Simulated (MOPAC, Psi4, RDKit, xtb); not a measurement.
Two geometries of SMILES O=C(O)CB(O)O, relaxed at B3LYP-D3(BJ)/def2-SVP with one dihedral held; other torsions can differ between them too.

Structure A

```
12

O     -0.9652    -0.3645     1.8630
C     -1.0780    -0.5971     0.6823
O     -2.1382    -1.3291     0.2166
C     -0.0564    -0.2276    -0.3608
B      1.1522     0.6911     0.1334
O      2.0160     1.1419    -0.8184
O      1.3338     1.0149     1.4353
H     -2.8864    -0.7574    -0.0058
H      0.3435    -1.1763    -0.7664
H     -0.5726     0.2204    -1.2279
H      2.7203     1.6793    -0.4305
H      0.6205     0.6214     1.9760
```

Structure B

```
12

O     -1.7640    -1.3580     1.3587
C     -1.2438    -0.5339     0.6573
O     -1.8551     0.6336     0.3639
C      0.1450    -0.6992     0.0465
B      1.1415     0.4740     0.4229
O      0.6541     1.7493     0.2917
O      2.4213     0.3200     0.8513
H     -1.1822     1.3264     0.2236
H      0.5195    -1.6959     0.3162
H      0.0305    -0.6648    -1.0533
H      1.2831     2.4370     0.5500
H      2.6962    -0.5986     0.9539
```

Question: Which is lower in energy at the level DF-MP2 (frozen core)/cc-pVTZ // B3LYP-D3(BJ)/def2-SVP in Psi4 1.11, and by how much?

Answer: B is lower, by 5.48 kcal/mol (dihedral O1–C2–O3–H8: 90° in A, 150° in B).

E(B) − E(A) in kcal/mol at the other levels, on the same two geometries: PBE0/def2-TZVP // B3LYP-D3(BJ)/def2-SVP (Psi4) -5.59; PBE0-D3(BJ)/def2-TZVP // B3LYP-D3(BJ)/def2-SVP (Psi4) -5.70; PBE/def2-TZVP // B3LYP-D3(BJ)/def2-SVP (Psi4) -5.86; PBE-D3(BJ)/def2-TZVP // B3LYP-D3(BJ)/def2-SVP (Psi4) -5.98; HF/cc-pVTZ // B3LYP-D3(BJ)/def2-SVP (Psi4) -4.44; UFF // B3LYP-D3(BJ)/def2-SVP (RDKit) -4.38; PM7, restricted, heats of formation // B3LYP-D3(BJ)/def2-SVP (MOPAC) -1.71; PM6, restricted, heats of formation // B3LYP-D3(BJ)/def2-SVP (MOPAC) -3.56; GFN1-xTB // B3LYP-D3(BJ)/def2-SVP (xtb) -5.29.
